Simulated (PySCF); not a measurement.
Molecule: SMILES C[Se]C (C₂H₆Se). Atoms near the plane z = 1.2 Å, at the CAM-B3LYP/def2-SVP optimised geometry (x, y, z in Å): C1 (1.4, -0.7, 0.0), Se2 (-0.5, -0.7, 0.0), C3 (-0.7, 1.3, 0.0), H4 (1.8, -0.2, 0.9), H5 (1.8, -1.7, 0.0), H7 (-0.3, 1.7, 0.9), H8 (-1.8, 1.5, 0.0).

Method: CAM-B3LYP/def2-TZVP (PySCF). The values are rescaled to run from 0 to 1.

```
|000000000000000000000000000|
|000000000000000000000000000|
|000000000000000000000000000|
|000000000000000000000000000|
|000000000011110000000000000|
|000000001123431100000000000|
|000000011257763100000000000|
|000000112477295210000000000|
|000000123597385210000000000|
|000000123589874110000000000|
|000000112467753111111000000|
|000000112344432112332100000|
|000000012234432234776310000|
|000000012344443347868510000|
|000000012345544459708521000|
|000000012344454459987411000|
|000000012344444346875210000|
|000000012234433334443110000|
|000000011223322222222100000|
|000000001111111111111100000|
|000000000111110011111000000|
|000000000000000000000000000|
|000000000000000000000000000|
|000000000000000000000000000|
|000000000000000000000000000|
|000000000000000000000000000|
|000000000000000000000000000|
```
Scale: ten equal steps from 0.000 (start of '0') to 1.00 (end of '9'), in the order '0123456789'; x runs from -4.00 to 4.00, y from -4.00 (bottom) to 4.00 (top).

**Question.** Which quantity is mapped?
(A) an orbital amplitude
(B) Laplacian of the electron density
(C) electrostatic potential
(D) electron localisation function

**Answer.** B, Laplacian of the electron density. In full: Laplacian of the electron density (e/bohr⁵).
